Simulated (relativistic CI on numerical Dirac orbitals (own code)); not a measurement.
## Ru6+ (4d2) in a crystal field

Calculated by Dirac-Coulomb-Breit CI, KLI orbitals optimised for each configuration, a model potential for QED, valence Slater integrals scaled by 0.85, one configuration in a parametric crystal field (own radial code).

Field parameters in Wybourne normalisation: D3d B²₀ = −7Dσ, B⁴₀ = −14Dq − 21Dτ, B⁴₃ = −14√(10/7) Dq. The field is a parameter set, without covalency.

S and J are read from ⟨S²⟩ = S(S + 1) and ⟨J²⟩ = J(J + 1) of each level; they are not fictitious spins.

D3d, 10Dq = 25400, Dσ = -1200, Dτ = 230 cm⁻¹, the lowest 16 levels:

| E (cm⁻¹) | Degeneracy | Irrep | S | J |
| --- | --- | --- | --- | --- |
| 0.0 | 2 | E | 0.99 | 2.64 |
| 20.9 | 1 | A1 | 0.99 | 2.72 |
| 337 | 2 | E | 0.99 | 2.68 |
| 2190 | 2 | E | 1.00 | 3.35 |
| 2718 | 1 | A2 | 1.00 | 3.48 |
| 3315 | 1 | A1 | 1.00 | 3.72 |
| 13193 | 2 | E | 0.05 | 3.23 |
| 14783 | 1 | A1 | 0.07 | 2.90 |
| 14961 | 2 | E | 0.05 | 3.07 |
| 25149 | 1 | A2 | 1.00 | 3.09 |
| 25437 | 2 | E | 0.99 | 3.15 |
| 26044 | 1 | A1 | 0.98 | 2.99 |
| 26146 | 1 | A2 | 1.00 | 3.30 |
| 26534 | 2 | E | 0.99 | 3.36 |
| 26962 | 2 | E | 1.00 | 3.51 |
| 30180 | 1 | A1 | 0.14 | 3.06 |

D3d, 10Dq = 25400, Dσ = 1200, Dτ = 230 cm⁻¹, the lowest 16 levels:

| E (cm⁻¹) | Degeneracy | Irrep | S | J |
| --- | --- | --- | --- | --- |
| 0.0 | 2 | E | 1.00 | 2.68 |
| 706 | 2 | E | 0.99 | 2.85 |
| 1297 | 1 | A1 | 0.99 | 3.00 |
| 2009 | 1 | A2 | 1.00 | 3.36 |
| 5494 | 2 | E | 0.99 | 3.25 |
| 5834 | 1 | A1 | 1.00 | 3.47 |
| 11157 | 1 | A1 | 0.07 | 3.15 |
| 14041 | 2 | E | 0.06 | 3.15 |
| 18491 | 2 | E | 0.07 | 3.00 |
| 25349 | 1 | A2 | 1.00 | 3.09 |
| 25598 | 1 | A1 | 0.99 | 3.08 |
| 25794 | 2 | E | 0.98 | 3.14 |
| 25972 | 2 | E | 1.00 | 3.35 |
| 28974 | 1 | A2 | 1.00 | 3.38 |
| 29029 | 2 | E | 0.99 | 3.35 |
| 32108 | 1 | A1 | 0.15 | 3.05 |

D3d, 10Dq = 25400, Dσ = 980, Dτ = 230 cm⁻¹, the lowest 16 levels:

```tsv
E (cm⁻¹)	Degeneracy	Irrep	S	J
0.0	2	E	1.00	2.68
701	2	E	0.99	2.84
1302	1	A1	0.99	2.99
2051	1	A2	1.00	3.38
5114	2	E	1.00	3.26
5470	1	A1	1.00	3.49
11634	1	A1	0.07	3.13
14101	2	E	0.06	3.14
18029	2	E	0.07	3.02
25411	1	A2	1.00	3.08
25679	1	A1	0.99	3.07
25887	2	E	0.98	3.15
26102	2	E	1.00	3.37
28617	1	A2	1.00	3.39
28665	2	E	0.99	3.35
31751	1	A1	0.15	3.04
```

The free-ion ground term has S = 1. Every field shown keeps that spin.

Levels of this model without a field, named by their leading LS term: ³F2 0, ³F3 2720, ³F4 5672, ¹D2 14092, ³P0 14761, ³P1 15946, ³P2 18923, ¹G4 21447 cm⁻¹.
